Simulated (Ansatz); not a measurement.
```xyz
28

C    -3.460    0.029   -1.885
C    -2.076    0.571   -1.571
C    -2.117    1.976   -0.993
C    -0.740    2.553   -0.706
N    -0.109    1.822    0.382
N     0.977    1.335    0.086
C     1.589    0.583    1.170
C     1.727   -0.876    0.769
C     2.481   -1.696    1.803
C     2.602   -3.159    1.415
H    -3.977    0.662   -2.612
H    -4.080   -0.011   -0.985
H    -3.411   -0.981   -2.299
H    -1.570   -0.097   -0.866
H    -1.462    0.572   -2.479
H    -2.631    2.646   -1.691
H    -2.703    1.979   -0.067
H    -0.101    2.539   -1.596
H    -0.845    3.586   -0.358
H     2.586    1.012    1.325
H     1.005    0.692    2.091
H     2.236   -0.934   -0.199
H     0.727   -1.299    0.620
H     3.480   -1.268    1.944
H     1.976   -1.613    2.772
H     3.131   -3.272    0.464
H     3.149   -3.730    2.168
H     1.617   -3.619    1.300
```

Charge 0, multiplicity 1.

Task: List the r2SCAN/def2-TZVPP orbital energies in eV (Ansatz 0.2.0). (Best estimate.)

Result: Ansatz gave: Occupied: -386.37, -386.36, -273.52, -273.52, -273.01, -273.01, -272.98, -272.85, -272.74, -272.66, -27.21, -21.60, -20.86, -19.97, -18.86, -17.43, -16.30, -15.17, -14.91, -14.11, -12.59, -12.26, -11.85, -11.41, -11.35, -11.00, -10.67, -10.05, -9.82, -9.51, -9.39, -8.91, -8.69, -8.45, -8.38, -8.14, -8.10, -7.93, -7.68, -5.18. Lowest empty: -1.77, 1.19, 1.45, 1.87, 2.06, 2.15, 2.23, 2.46.
